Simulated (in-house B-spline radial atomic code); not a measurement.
## CAM-B3LYP excitations of C III (C2+)

Method: CAM-B3LYP. Computed with an all-electron radial atomic-structure program (B-spline basis): linear response of the closed shell [He] 2s2 with the functional's adiabatic kernel; scalar-relativistic (spin-free one-electron X2C), finite nucleus, no spin-orbit coupling, no double excitations, S, P, D and F terms only.

Command:
```bash
python run_td.py task.json out
```
Settings (radii: box in bohr, nucleus in fm):
```
Z                        6
electrons                4
configuration            [He] 2s2
hamiltonian              x2c
method                   camb3lyp
box_radius               29.48
rms_radius               2.4702
intervals                75
```

Cost of the run: 0.6 s on 1 thread of Arm Neoverse N1, on a shared host.

The lowest states, in the order of their Tamm-Dancoff energies; the method's threshold (minus the highest occupied level) is 43.62 eV. Labels give the largest channel, * marks a mixed state, and oscillator strengths are full-response dipole values. Semilocal kernels can invert the small singlet-triplet splittings of Rydberg terms. Energies in eV:

| state | full response | Tamm-Dancoff | oscillator strength |
| --- | --- | --- | --- |
| 2s → 2p 3P | 4.669 | 5.537 | - |
| 2s → 2p 1P | 11.723 | 12.402 | 0.731 |
| 2s → 3s 3S | ? | ? | - |
| 2s → 3s 1S | 28.920 | 28.950 | - |
| 2s → 3p 3P | ? | ? | - |
| 2s → 3p 1P | 30.31 | 30.32 | 0.216 |
| 2s → 3d 3D | 31.42 | 31.44 | - |
| 2s → 3d 1D | 31.92 | 31.92 | - |
| 2s → 4s 3S | 35.71 | 35.71 | - |
| 2s → 4s 1S | 36.06 | 36.07 | - |
| 2s → 4p 3P | 36.51 | 36.52 | - |
| 2s → 4p 1P | 36.63 | 36.63 | 0.0736 |
| 2s → 4d 3D | 37.04 | 37.05 | - |
| 2s → 4d 1D | 37.26 | 37.26 | - |
| 2s → 4f 1F | 37.37 | 37.37 | - |
| 2s → 4f 3F | 37.41 | 37.41 | - |

Q: Where does 2s → 3s 3S lie?

A: At 27.813 eV in full response, 27.821 eV in Tamm-Dancoff.

Q: Where does 2s → 3p 3P lie?

A: At 29.998 eV in full response, 30.01 eV in Tamm-Dancoff.

Q: How large is the singlet-triplet splitting of 2s → 2p (P terms) in Tamm-Dancoff?

A: 6.87 eV, from the unrounded values.

Q: What polarisabilities and dispersion coefficient does the method give?

A: Dipole 4.313 bohr³, quadrupole 5.374 bohr⁵, C6 6.649 hartree·bohr⁶ for two such species.
